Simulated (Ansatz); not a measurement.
`CC1=C(Cl)C1` + HBr → `ClC1=C(Br)C1` + CH₄  (substitution at a C–C bond)

Program: Ansatz. Geometries: PBE0-D4/def2-TZVP. ΔE: electronic, gas phase. CCSD(T)/CBS is the MP2 limit (def2-TZVPP, def2-QZVPP) plus CCSD(T) − MP2 in def2-TZVPP, frozen cores. This one scheme is used for every species. DFT in def2-TZVPP. For Br outer-core shells are correlated without core-valence functions, which leaves a few kJ/mol of doubt a bond. Scalar relativity is left out up to krypton.

`CC1=C(Cl)C1`:

Cartesian coordinates in Å:
```
C -0.061 1.280 0.801
C -0.085 -0.007 0.102
C -0.492 -1.214 -0.080
Cl -1.469 -2.497 0.401
C 0.512 -0.772 -1.071
H -0.345 2.091 0.124
H 0.947 1.502 1.162
H -0.745 1.280 1.652
H 0.200 -0.524 -2.088
H 1.539 -1.138 -1.004
```

HBr:

Cartesian coordinates in Å:
```
Br -0.364 0.364 0.489
H 0.364 -0.364 -0.489
```

`ClC1=C(Br)C1`:

Cartesian coordinates in Å:
```
Cl 0.679 -2.084 1.194
C 0.231 -0.729 0.327
C -0.014 -0.142 -0.791
Br -0.130 -0.178 -2.617
C -0.173 0.710 0.435
H 0.583 1.463 0.665
H -1.175 0.960 0.787
```

CH₄:

Z-matrix (Å, degrees):
```
C
H 1 1.090
H 1 1.090 2 109.5
H 1 1.090 2 109.5 3 -120.0
H 1 1.090 2 109.5 3 120.0
```

| level | ΔE (kJ/mol) |
| --- | --- |
| r2SCAN-D4 | 28.3 |
| HF/def2-TZVPP | 44.5 |
| CCSD/def2-TZVPP | 33.8 |
| HF/CBS(def2) | 45.0 |

**Question.** What does CCSD(T)/CBS give? (Estimate.)

**Answer.** The calculation gave: +32.1 kJ/mol. The listed levels differ from it by -3.8, 12.4, 1.7, 12.9 kJ/mol.

Largest T1 diagnostic among the species: 0.010.

In def2-TZVPP, CCSD(T) changes the Hartree–Fock value by −14.5 kJ/mol (the triples alone add −3.8 kJ/mol) and MP2 by −19.9 kJ/mol. From PBE to PBE0 (25 % exact exchange), in def2-TZVPP and without D4, ΔE moves by +7.0 kJ/mol.
